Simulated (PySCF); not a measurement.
## First hyperpolarisability: `C=CC(F)=C(F)F`, C4H3F3

Geometry:
```
atom   x (Å)   y (Å)   z (Å)
  C1   1.799   0.355   0.652
  C2   0.590  -0.218   0.698
  C3  -0.520   0.198  -0.131
  F4  -0.314   1.204  -0.982
  C5  -1.741  -0.355  -0.107
  F6  -2.740   0.025  -0.856
  F7  -2.062  -1.351   0.683
  H8   2.607   0.007   1.298
  H9   2.008   1.183  -0.029
 H10   0.385  -1.046   1.382
```

Computed, not measured: quadratic response CAM-B3LYP/def2-TZVPD first hyperpolarisability, Taylor convention, gas phase (PySCF). Geometry: PBE0-D3(BJ)/def2-SVP.

Problem. What is the first hyperpolarisability, and how does it disperse?

Solution. In au, Taylor convention; the vector part is βᵢ = ⅓ Σⱼ (βᵢⱼⱼ + βⱼᵢⱼ + βⱼⱼᵢ); β∥ is 3/5 of the vector part along the dipole, the dipole points from − to +:
| process | λ (nm) | β vector norm | β∥ | β HRS | depolarisation ratio |
| --- | --- | --- | --- | --- | --- |
| static β(0;0,0) | ∞ | 443.0 | -213.3 | 165.3 | 7.87 |
| second harmonic β(−2ω;ω,ω) | 1907 | 472.9 | -226.8 | 176.9 | 7.70 |
| Pockels β(−ω;ω,0) | 1907 | 452.6 | -217.7 | – | – |
| second harmonic β(−2ω;ω,ω) | 1064 | 553.5 | -263.0 | 208.2 | 7.28 |
| Pockels β(−ω;ω,0) | 1064 | 475.2 | -227.8 | – | – |

Problem. Which lowest excitations, dipole and polarisabilities go with it?

Solution. S1 5.75 eV (f = 0.640); S2 5.87 eV (f = 0.000); S3 6.64 eV (f = 0.006); dipole 1.46 D; isotropic α 57.6 au static, 57.8 au at 1907 nm, 58.4 au at 1064 nm, 58.7 au at 953.5 nm, 61.4 au at 532 nm.
